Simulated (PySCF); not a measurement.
Job file and geometry (Å, from GFN2-xTB) of an NMR shielding run on SMILES [P@@+](CC#C)(P)(C=C)[B-](F)(F)F, C5H8BF3P2, GIAO PBE0/pcSseg-1 NMR shielding, non-relativistic, gas phase (PySCF 2.14.0, density-fitted response routines); density fitting, a coarse starting grid and PySCF grid level 2 are the driver's defaults:

```
{"job": {"kind": "nmr", "xc": "PBE0", "basis": "pcSseg-1"}, "charge": 0, "multiplicity": 1}
C      3.200654     0.768965     0.932638
C      2.434229     0.162718     0.240017
C      1.479565    -0.552373    -0.568428
P     -0.255649    -0.283746     0.034476
P     -0.072087    -0.684331     2.162800
C     -0.412032     1.520277    -0.033424
C     -1.541849     2.107121    -0.398175
B     -1.539904    -1.519881    -1.160952
F     -2.780764    -1.010882    -1.037201
F     -1.368314    -2.729277    -0.576113
F     -1.004650    -1.425190    -2.395350
H      3.895683     1.286508     1.523463
H      1.678452    -1.629243    -0.534646
H      1.521608    -0.225603    -1.612574
H     -0.220401    -2.056626     1.945074
H     -1.447493    -0.510795     2.340646
H      0.472647     2.079713     0.246908
H     -2.408404     1.531625    -0.682528
H     -1.641094     3.180269    -0.434091
```

**Question.** Write the output of this run.

**Answer.** 
```
coarse grid: 17984 points
cycle   1  E = -1201.4237930816  dE =  1.380e+00  |g| = 8.697e-01  |ddm| = 4.235e+00
cycle   2  E = -1201.3281805083  dE =  9.561e-02  |g| = 1.196e+00  |ddm| = 1.733e+00
cycle   3  E = -1201.5535808984  dE = -2.254e-01  |g| = 1.102e-01  |ddm| = 1.029e+00
cycle   4  E = -1201.5551304185  dE = -1.550e-03  |g| = 8.167e-02  |ddm| = 1.729e-01
cycle   5  E = -1201.5567254616  dE = -1.595e-03  |g| = 1.981e-02  |ddm| = 7.065e-02
cycle   6  E = -1201.5568145320  dE = -8.907e-05  |g| = 5.033e-03  |ddm| = 2.238e-02
cycle   7  E = -1201.5568202448  dE = -5.713e-06  |g| = 2.090e-03  |ddm| = 6.796e-03
final grid: 168888 points
cycle   8  E = -1201.6345043791  dE = -6.796e-05  |g| = 8.381e-03  |ddm| = 4.294e-02
cycle   9  E = -1201.6344944590  dE =  9.920e-06  |g| = 1.059e-02  |ddm| = 1.671e-02
cycle  10  E = -1201.6345204375  dE = -2.598e-05  |g| = 1.466e-03  |ddm| = 9.941e-03
cycle  11  E = -1201.6345209587  dE = -5.212e-07  |g| = 3.638e-04  |ddm| = 1.408e-03
cycle  12  E = -1201.6345209893  dE = -3.063e-08  |g| = 1.267e-04  |ddm| = 4.407e-04
cycle  13  E = -1201.6345209927  dE = -3.360e-09  |g| = 2.971e-05  |ddm| = 1.453e-04
cycle  14  E = -1201.6345209929  dE = -1.601e-10  |g| = 1.268e-05  |ddm| = 3.639e-05
converged SCF energy = -1201.6345209929

GIAO shielding tensors (ppm)
atom      isotropic    diamagn.    paramagn.     s11        s22        s33       span
  0 C      105.062     257.935    -152.873     31.482     33.315    250.390    218.908
  1 C      105.184     263.491    -158.307      8.854     15.812    290.887    282.033
  2 C      170.039     254.794     -84.755    157.822    172.393    179.902     22.080
  3 P      363.305     972.784    -609.479    334.808    372.548    382.560     47.753
  4 P      555.693     968.330    -412.637    482.257    571.382    613.440    131.183
  5 C       53.347     265.195    -211.847    -59.921     59.939    160.023    219.944
  6 C       39.614     254.785    -215.171    -84.672     34.755    168.759    253.431
  7 B      100.331     188.439     -88.109     89.829    104.149    107.014     17.185
  8 F      311.462     468.924    -157.462    253.236    310.719    370.432    117.196
  9 F      312.691     468.888    -156.197    266.435    306.647    364.989     98.554
 10 F      312.795     470.010    -157.215    261.894    307.151    369.340    107.445
 11 H       29.910      34.372      -4.462     24.322     24.849     40.560     16.238
 12 H       29.143      29.844      -0.700     23.460     28.642     35.328     11.868
 13 H       28.778      30.188      -1.410     22.594     28.538     35.204     12.610
 14 H       28.985      30.707      -1.722     23.313     26.982     36.659     13.346
 15 H       29.463      30.919      -1.456     24.267     27.227     36.894     12.627
 16 H       24.941      33.770      -8.829     22.001     23.567     29.253      7.252
 17 H       24.791      31.885      -7.094     21.286     22.895     30.192      8.906
 18 H       25.084      29.127      -4.043     21.954     24.182     29.116      7.161
```

Size and cost of the density-fitted run: 241 basis functions, about 2.6 core-minutes.
